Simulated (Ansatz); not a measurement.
C₂H₂Br₂Cl₂, SMILES `Cl[C@H](Br)[C@H](Cl)Br`, one more setting.

```yaml
crystal:
  periodic: [false, false, false]
  atoms:
    - {symbol: Cl, position_ang: [-1.906000, -0.842590, -0.629099]}
    - {symbol: C, position_ang: [-0.405507, 0.082267, -0.639509]}
    - {symbol: Br, position_ang: [0.696488, -0.490532, -2.126403]}
    - {symbol: C, position_ang: [0.341249, -0.094014, 0.674458]}
    - {symbol: Cl, position_ang: [-0.679013, 0.370124, 2.034823]}
    - {symbol: Br, position_ang: [1.956650, 0.975443, 0.683646]}
    - {symbol: H, position_ang: [-0.650298, 1.127201, -0.812289]}
    - {symbol: H, position_ang: [0.646451, -1.127908, 0.814384]}
basis:
  gaussian: {orbitals: cc-pVDZ, fitting: {mean_field: def2-universal-jkfit}}
hamiltonian: {xc: {name: B3LYP5}}
```

```sh
$ ansatz run in.yaml --threads 2 --pin off --events-out ev --progress --plain --max-ram 22528MiB --backend cpu
```

Output, abridged:

```
Functional definition: B3LYP5
974 factors; integrals over basis functions are off by at most 2.2e-1 eV
mean field evaluation 1: about -167231.3353 eV, gradient 2.3e1 eV
mean field evaluation 2: about -167229.6032 eV, gradient 3.5e1 eV
mean field evaluation 4: about -167232.6106 eV, gradient 6.5e-1 eV
mean field evaluation 8: about -167232.6143 eV, gradient 8.2e-3 eV
mean field -167232.61426976 eV, -6145.6852200765 hartree, gradient 4.9e-5 eV, S^2 0.000000; 0 other end points of the search recorded, 0 dependent functions left out
reference -167232.61452252 eV, -6145.6852293653 hartree; 59, 59 occupied and 69, 69 virtual orbitals, 974 factors
Total energy: -167232.61452252 eV, -6145.6852293653 hartree
```

Run time 3 s (2 threads of an AMD EPYC 7R13 on a shared host); peak host memory 0.41 GiB.
